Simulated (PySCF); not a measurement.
# Br+: excitation energy

Br+ [Ar] 3d10 4s2 4p4 (3P) → Br+ [Ar] 3d10 4s2 4p3 4d1 (5D), as a difference of total energies. All numbers are calculated (PySCF 2.14, scalar relativity through the core potential, in aug-cc-pwCVDZ-PP with ECP10MDF (6s5p4d1f, 48 functions)). Correlated levels: valence and next inner shell: nothing frozen outside the core potential. The calculations carry no spin-orbit coupling.

```
                                method  excitation energy (eV)  error (eV)
                                   UHF                  12.346      -0.376
    MP2 (valence and next inner shell)                  13.122      +0.400
SCS-MP2 (valence and next inner shell)                  13.100      +0.378
   CCSD (valence and next inner shell)                  13.070      +0.348
CCSD(T) (valence and next inner shell)                  13.093      +0.371
```

Reference: 12.722 eV (measured; NIST levels, between the centres of gravity of the two terms).

Errors of the correlated levels include the incompleteness of this basis.

The promoted electron is Rydberg-like, and one or two diffuse shells describe it only roughly, which tends to raise the upper state.
